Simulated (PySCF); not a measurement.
Telling isomers of C3H10NPSi2 apart by NMR

Calculated, not measured (PySCF 2.14.0 with density-fitted response routines): σ from GIAO-PBE0/pcSseg-1, geometry from GFN2-xTB. Relativity neglected, a single conformation, fast rotation and ring inversion assumed for equivalent nuclei, no solvent model.

Shifts are taken against calculated references (same method and geometry level): ¹H (σref 31.72) and ¹³C (σref 186.93) against TMS. Splittings of carbon signals by F and P are missing where no couplings were computed. Where no couplings were computed, multiplicities follow the n + 1 count of equivalent neighbours, and m marks all less simple cases (inequivalent or close neighbours, rings, F or P nearby). Shifts are as computed. Against solution values, carbons near 30 ppm lie about +3 ppm off and those near 130 ppm about +5 ppm. Of 1211 compounds with measured shifts, 218 miss one by over three times the rms of a fit or turn the order of signals round; such compounds aren't used in these exercises. OH and NH positions are gas-phase values without hydrogen bonding to other molecules.

(1) Tabulate the signals of `CC#C[Si@](N)([SiH3])P`, `C=C/C=P/N([SiH3])[SiH3]` and their relative energies.

(2) What is the quickest way to tell CC#C[Si@](N)([SiH3])P from C=C/C=P/N([SiH3])[SiH3]?

Results:

(1) 
| SMILES | carbon types | δC | δH | E rel. (kcal/mol) |
| --- | --- | --- | --- | --- |
| CC#C[Si@](N)([SiH3])P | 2×C 1×CH3 | 113.3, 92.9, 6.0 | 3.38 (m, 3H), 2.05 (s, 3H), 1.51 (m, 2H), 0.53 (br s, 2H) | 2.1 |
| C=C/C=P/N([SiH3])[SiH3] | 2×CH 1×CH2 | 178.8, 141.8, 120.3 | 8.52 (m, 1H), 6.88 (m, 1H), 5.41 (m, 1H), 5.24 (m, 1H), 4.91 (m, 6H) | 0.0 |

Energies are electronic energies at PBE0/pcSseg-1 on these geometries, without zero-point or thermal terms, each for the one conformer computed, which needn't be the lowest.

(2) Both give the same number of carbon signals, but DEPT or the intensities differ. The first has an alkyne carbon (C) at 113.3 ppm, the second a carbon double-bonded to a heavier main-group atom (CH) at 178.8 ppm. In the proton spectra the most deshielded non-exchanging signals are 3.38 (m, 3H) and 8.52 (m, 1H).
